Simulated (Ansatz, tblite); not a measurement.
Forces on Al₅As₄H₁₆⁻, a cluster cut from zinc blende AlAs (hydrogen-capped) at its PBE-D4/def2-SVP geometry. Total charge -1; singlet.

The xTB rows come from tblite. Single mean-field runs in def2-TZVP are fitted with def2-universal-jkfit.

GFN2-xTB (tblite), largest force 0.48 eV/Å:

```xyz
25
positions Å, forces eV/Å
As    0.783   -1.720   -1.140   -0.161    0.145    0.160
As   -2.321    0.472   -1.051    0.320    0.086   -0.341
As    0.072   -0.770    2.476    0.448    0.017   -0.150
As    1.018    1.958    0.000   -0.183   -0.190    0.056
Al    0.784   -2.794    1.114   -0.119   -0.059   -0.228
Al   -1.466   -1.616   -2.220    0.129   -0.189    0.138
Al    2.268    0.298   -1.431    0.010    0.002   -0.007
Al   -1.190    2.741   -0.862    0.145    0.063    0.215
Al    1.072    1.567    2.466   -0.104    0.191   -0.151
H     1.479   -2.789   -1.987   -0.025   -0.008    0.014
H    -2.721    0.056    0.365   -0.180    0.101   -0.289
H    -3.749    0.717   -1.543    0.043   -0.096    0.299
H    -0.021   -1.217    3.936   -0.267    0.067   -0.157
H    -1.435   -0.607    2.275    0.204   -0.099    0.274
H     1.863    3.230   -0.125   -0.025    0.001    0.017
H    -0.364   -3.915    1.276    0.295    0.165    0.068
H     2.277   -3.126    1.624   -0.326   -0.005    0.002
H    -2.425   -2.840   -1.792    0.116    0.260   -0.196
H    -1.371   -1.205   -3.776   -0.141   -0.104    0.275
H     2.211    0.779   -2.970    0.130   -0.094    0.278
H     3.705   -0.001   -0.762   -0.211    0.083   -0.226
H    -1.091    3.276   -2.380   -0.137   -0.055    0.291
H    -2.015    3.606    0.220    0.091   -0.115   -0.312
H     2.575    1.372    3.014   -0.323    0.042    0.018
H     0.063    2.530    3.276    0.271   -0.208   -0.049
```

PBE-D4/def2-TZVP (Ansatz), largest force 0.07 eV/Å:

```
As 0.025 -0.036 -0.031
As -0.063 -0.003 0.022
As -0.047 -0.011 0.047
As 0.031 0.044 -0.005
Al -0.001 -0.030 0.011
Al -0.018 -0.021 -0.015
Al 0.012 0.002 -0.008
Al -0.016 0.028 0.000
Al 0.003 0.019 0.026
H -0.032 0.048 0.038
H 0.014 0.022 -0.070
H 0.065 -0.013 0.029
H -0.001 0.022 -0.069
H 0.072 -0.011 0.015
H -0.039 -0.057 0.006
H 0.043 0.038 -0.008
H -0.052 0.014 -0.017
H 0.036 0.042 -0.018
H -0.003 -0.012 0.055
H 0.005 -0.017 0.054
H -0.048 0.011 -0.026
H -0.004 -0.021 0.052
H 0.031 -0.028 -0.039
H -0.052 0.005 -0.020
H 0.039 -0.032 -0.029
```

r2SCAN-D4/def2-TZVP (Ansatz), largest force 0.38 eV/Å:

```
As 0.111 -0.220 -0.153
As -0.349 -0.020 0.134
As -0.267 -0.061 0.258
As 0.142 0.253 -0.007
Al 0.009 -0.031 0.024
Al -0.025 -0.011 -0.027
Al 0.019 0.003 -0.013
Al -0.024 0.028 -0.014
Al 0.012 0.010 0.036
H -0.137 0.211 0.166
H 0.072 0.091 -0.305
H 0.294 -0.051 0.101
H 0.019 0.093 -0.301
H 0.319 -0.040 0.055
H -0.166 -0.250 0.024
H 0.138 0.117 -0.018
H -0.169 0.026 -0.057
H 0.108 0.132 -0.060
H -0.015 -0.057 0.170
H 0.022 -0.053 0.168
H -0.150 0.036 -0.087
H -0.014 -0.049 0.173
H 0.094 -0.086 -0.129
H -0.169 0.032 -0.055
H 0.124 -0.102 -0.086
```
